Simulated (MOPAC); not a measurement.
Input for MOPAC: PM3 on CH6 (a complex), monomers drawn apart or pushed together.

```
PM3 1SCF PRECISE CHARGE=0 THREADS=1
CH6

C     -0.01987932 1     0.01484188 1    -0.13400056 1
H     -0.04396800 1     0.02985984 1    -1.22286511 1
H     -1.03698600 1    -0.05170507 1     0.25018779 1
H      0.55369735 1    -0.84723041 1     0.20406149 1
H      0.44769498 1     0.92846061 1     0.23092090 1
H      0.08252848 1    -0.06098814 1     4.94692880 1
H      0.06654107 1    -0.05026760 1     4.20318545 1
```

Program output:

```
*******************************************************************************
 **                                                                           **
 **                              MOPAC v23.2.5                                **
 **                                                                           **
 *******************************************************************************
 ** MOPAC's Digital Object Identifier: https://doi.org/10.5281/zenodo.6511958 **
 **                                                                           **
 ** Please cite the open-source release paper for use of this MOPAC version:  **
 ** J. E. Moussa and J. J. P. Stewart (2026)                                  **
 ** MOPAC: An open-source semiempirical molecular orbital program             **
 ** J. Open Source Softw., 11(119), 8025, https://doi.org/10.21105/joss.08025 **
 *******************************************************************************

                              PM3 CALCULATION RESULTS

 *******************************************************************************
 *  PM3        - The PM3 Hamiltonian to be used
 *
 *
 *
 *                 CHARGE ON SYSTEM = 0
 *
 *
 *
 *  PRECISE    - TIGHTER CRITERIA TO BE USED
 *  1SCF       - DO 1 SCF AND THEN STOP
 *  THREADS=1  - MULTI-THREADING NOT USED
 *  T=         - A TIME OF 172800.0 SECONDS REQUESTED
 *  DUMP=N     - RESTART FILE WRITTEN EVERY 7200.0 SECONDS REQUESTED
 *******************************************************************************
PM3 1SCF PRECISE CHARGE=0 THREADS=1
 CH6

   ATOM   CHEMICAL          X               Y               Z
  NUMBER   SYMBOL      (ANGSTROMS)     (ANGSTROMS)     (ANGSTROMS)

     1       C         -0.01987932  *   0.01484188  *  -0.13400056  *
     2       H         -0.04396800  *   0.02985984  *  -1.22286511  *
     3       H         -1.03698600  *  -0.05170507  *   0.25018779  *
     4       H          0.55369735  *  -0.84723041  *   0.20406149  *
     5       H          0.44769498  *   0.92846061  *   0.23092090  *
     6       H          0.08252848  *  -0.06098814  *   4.94692880  *
     7       H          0.06654107  *  -0.05026760  *   4.20318545  *



          CARTESIAN COORDINATES

    NO.       ATOM           X           Y           Z

     1         C         -0.0199      0.0148     -0.1340
     2         H         -0.0440      0.0299     -1.2229
     3         H         -1.0370     -0.0517      0.2502
     4         H          0.5537     -0.8472      0.2041
     5         H          0.4477      0.9285      0.2309
     6         H          0.0825     -0.0610      4.9469
     7         H          0.0665     -0.0503      4.2032

  H: (PM3): J. J. P. STEWART, J. COMP. CHEM. 10, 209 (1989).
  C: (PM3): J. J. P. STEWART, J. COMP. CHEM. 10, 209 (1989).

           Empirical Formula: C H6  =     7 atoms



      MOLECULAR POINT GROUP   :   C3v


      RHF CALCULATION, NO. OF DOUBLY OCCUPIED LEVELS = 5


 -------------------------------------------------------------------------------
 PM3 1SCF PRECISE CHARGE=0 THREADS=1
 CH6



     1SCF WAS SPECIFIED, SO BFGS WAS NOT USED
     SCF FIELD WAS ACHIEVED


                              PM3 CALCULATION
                                                       MOPAC v23.2.5 Linux




          FINAL HEAT OF FORMATION =        -25.60901 KCAL/MOL =    -107.14811 KJ/MOL


          COSMO AREA              =         83.73 SQUARE ANGSTROMS
          COSMO VOLUME            =         54.01 CUBIC ANGSTROMS

          IONIZATION POTENTIAL    =         13.628491 EV
          HOMO LUMO ENERGIES (EV) =        -13.628  4.229
          NO. OF FILLED LEVELS    =          5
          MOLECULAR WEIGHT        =         18.0584         POINT GROUP:  C3v

          MOLECULAR DIMENSIONS (Angstroms)

            Atom       Atom       Distance
            H     6    H     2     6.17176
            H     3    H     5     1.77915
            H     5    H     4     1.54072


          SCF CALCULATIONS        =          1





   ATOM   CHEMICAL          X               Y               Z
  NUMBER   SYMBOL      (ANGSTROMS)     (ANGSTROMS)     (ANGSTROMS)

     1       C         -0.01987932  *   0.01484188  *  -0.13400056  *
     2       H         -0.04396800  *   0.02985984  *  -1.22286511  *
     3       H         -1.03698600  *  -0.05170507  *   0.25018779  *
     4       H          0.55369735  *  -0.84723041  *   0.20406149  *
     5       H          0.44769498  *   0.92846061  *   0.23092090  *
     6       H          0.08252848  *  -0.06098814  *   4.94692880  *
     7       H          0.06654107  *  -0.05026760  *   4.20318545  *

                             CARTESIAN COORDINATES

   1    C       -0.019879320     0.014841880    -0.134000560
   2    H       -0.043968000     0.029859840    -1.222865110
   3    H       -1.036986000    -0.051705070     0.250187790
   4    H        0.553697350    -0.847230410     0.204061490
   5    H        0.447694980     0.928460610     0.230920900
   6    H        0.082528480    -0.060988140     4.946928800
   7    H        0.066541070    -0.050267600     4.203185450


           Empirical Formula: C H6  =     7 atoms



      MOLECULAR POINT GROUP   :   C3v


                  EIGENVALUES
 -29.84151 -15.85193 -13.63419 -13.63400 -13.62849   4.22896   4.49966   4.58429
   4.58545   4.58550


              NET ATOMIC CHARGES AND DIPOLE CONTRIBUTIONS

  ATOM NO.   TYPE          CHARGE      No. of ELECS.   s-Pop       p-Pop
    1          C          -0.111052        4.1111     1.11200     2.99905
    2          H           0.027623        0.9724     0.97238
    3          H           0.027807        0.9722     0.97219
    4          H           0.027802        0.9722     0.97220
    5          H           0.027806        0.9722     0.97219
    6          H          -0.000033        1.0000     1.00003
    7          H           0.000047        1.0000     0.99995
 DIPOLE           X         Y         Z       TOTAL
 POINT-CHG.     0.000     0.000     0.001     0.001
 HYBRID         0.000    -0.000    -0.001     0.001
 SUM            0.000    -0.000     0.000     0.000


          ATOMIC ORBITAL ELECTRON POPULATIONS

     Atom    s        px        py        pz
    1  C   1.11200   0.99964   0.99965   0.99976
    2  H   0.97238
    3  H   0.97219
    4  H   0.97220
    5  H   0.97219
    6  H   1.00003
    7  H   0.99995

 **********************
 *                    *
 * JOB ENDED NORMALLY *
 *                    *
 **********************




 == MOPAC DONE ==
```

The run finished.

Cost: roughly 0.020 core-seconds.
